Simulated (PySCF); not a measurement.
Bond curve of InO⁺

Set-up: basis In x2c-SVPall, O x2c-SVPall; spin-free X2C with a Gaussian nucleus; PySCF 2.14. Energies in eV from In⁺ + O in their ground configurations at the same level. State: ³Σ⁻ (triplet), unpaired electrons π ↑↑.

All columns are PBE0. A positive dipole points towards O; it is taken about the centre of mass and depends on that origin.

| R (Å) | E (eV) | μ (D) | Mulliken charge on In (basis-dependent) | HOMO (eV) | LUMO (eV) | Mayer bond order | ⟨S²⟩ |
| --- | --- | --- | --- | --- | --- | --- | --- |
| 2.515 | -0.208 | 0.40 | 0.88 | -14.35 | -10.65 | 0.21 | 2.00 |
| 2.632 | -0.279 | 0.13 | 0.89 | -14.40 | -10.25 | 0.20 | 2.00 |
| 2.749 | -0.314 | -0.12 | 0.90 | -14.41 | -9.90 | 0.19 | 2.00 |
| 2.837 | -0.325 | -0.29 | 0.91 | -14.39 | -9.65 | 0.18 | 2.00 |
| 2.925 | -0.326 | -0.45 | 0.91 | -14.34 | -9.43 | 0.17 | 2.00 |
| 3.013 | -0.321 | -0.61 | 0.92 | -14.27 | -9.22 | 0.16 | 2.00 |
| 3.130 | -0.307 | -0.80 | 0.92 | -14.13 | -8.96 | 0.15 | 2.00 |
| 3.276 | -0.283 | -1.02 | 0.93 | -13.92 | -8.67 | 0.13 | 2.00 |
| 3.451 | -0.251 | -1.26 | 0.94 | -13.66 | -8.36 | 0.11 | 2.00 |
| 3.686 | -0.208 | -1.55 | 0.96 | -13.31 | -8.01 | 0.09 | 2.00 |

A fit through these points gives, at Re = 2.892 Å, μ = -0.40 D and dμ/dR = -1.83 D/Å; the reduced mass is 14.04 u.

Q: How strong is the fundamental in the double-harmonic approximation, I = 42.26·(dμ/dR)²/μred km/mol?

A: I = 42.26·(-1.83)²/14.04 = 10.1 km/mol at PBE0.

The bond is weak. Basis-set superposition, not corrected here, can be much of De in a small basis, most of all at correlated wavefunction levels. Spin–orbit coupling is left out, which matters for elements this heavy, above all for dissociation energies. For an ion De counts to the pair picked by the measured ionisation energies or electron affinities, which need not be the lowest pair at this level. The state was picked by a PBE0 search and need not be the measured ground state.
